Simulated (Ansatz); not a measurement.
Start from `[SH][AlH][SH]` and change one atom or group to get `[F][Al]([SH])[SH]`.

Ansatz, PBE0-D4/def2-TZVP geometries, multiplicity 1. Each molecule was computed in one conformer, which needn't be the lowest.

```tsv
property	`[SH][AlH][SH]`
HOMO–LUMO gap (B3LYP/def2-TZVPP) / eV	6.15
HOMO energy (B3LYP/def2-TZVPP) / eV	-7.37
LUMO energy (B3LYP/def2-TZVPP) / eV	-1.21
ideal-gas entropy at 298 K and 1 bar (rigid rotor, harmonic PBE0-D4/def2-TZVP) / J/(mol·K)	310
HOMO–LUMO gap (PBE/def2-TZVPP) / eV	4.67
HOMO–LUMO gap (PBE0/def2-TZVPP) / eV	6.59
```

Question: What does the change do to each property? (Best estimate.)

Answer: Computed: 
| property | `[F][Al]([SH])[SH]` | shift |
| --- | --- | --- |
| HOMO–LUMO gap (B3LYP/def2-TZVPP) / eV | 6.54 | 0.39 |
| HOMO energy (B3LYP/def2-TZVPP) / eV | -7.62 | -0.25 |
| LUMO energy (B3LYP/def2-TZVPP) / eV | -1.08 | 0.13 |
| ideal-gas entropy at 298 K and 1 bar (rigid rotor, harmonic PBE0-D4/def2-TZVP) / J/(mol·K) | 334 | 24 |
| HOMO–LUMO gap (PBE/def2-TZVPP) / eV | 5.03 | 0.36 |
| HOMO–LUMO gap (PBE0/def2-TZVPP) / eV | 7.08 | 0.49 |

With PBE0 the HOMO falls by 0.25 eV and the LUMO rises by 0.23 eV, so the gap widens by about 0.48 eV. PBE moves the HOMO by -0.22 eV and ωB97M-V by -0.26 eV.

B3LYP here is the variant with VWN-RPA as its local correlation; programs differ in this.
